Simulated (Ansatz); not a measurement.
Calculated with Ansatz (gas phase, PBE0-D4/def2-TZVP geometries, no zero-point term in ΔE). CCSD(T)/CBS is the MP2 limit (def2-TZVPP, def2-QZVPP) plus CCSD(T) − MP2 in def2-TZVPP, frozen cores. This one scheme is used for every species. DFT in def2-TZVPP. B3LYP here is the variant with VWN-RPA as its local correlation; programs differ in this. One conformer a species, not always the lowest.

Consider the redistribution: `N[Si](F)(F)F` + `N[SiH2]S[SiH](N)F` → `N[SiH2]S[Si](N)(F)F` + `N[SiH](F)F`.

Question: Is it downhill or uphill in electronic energy at CCSD(T)/CBS, and by how much? (Best estimate.)

Answer: The calculation gave: Nearly level: ΔE = -1.6 kJ/mol.

Question: What do these levels give: r2SCAN-D4, PBE0-D4, B3LYP-D4, ωB97X-V, B2PLYP, r2SCAN, HF/def2-TZVPP, SCS-MP2/def2-TZVPP, CCSD(T)/def2-TZVPP, HF/def2-QZVPP, MP2/CBS(def2), CCSD/CBS(def2)? (Estimate.)

Answer: Computed: r2SCAN-D4 -0.9, PBE0-D4 -1.0, B3LYP-D4 -3.7, ωB97X-V -3.3, B2PLYP -3.9, r2SCAN -1.3, HF/def2-TZVPP -3.7, SCS-MP2/def2-TZVPP -0.5, CCSD(T)/def2-TZVPP 0.7, HF/def2-QZVPP -4.2, MP2/CBS(def2) -1.7, CCSD/CBS(def2) -2.2 kJ/mol.

Largest T1 diagnostic among the species: 0.011.

In def2-TZVPP, CCSD(T) changes the Hartree–Fock value by +4.3 kJ/mol (the triples alone add +0.6 kJ/mol) and MP2 by +4.2 kJ/mol.
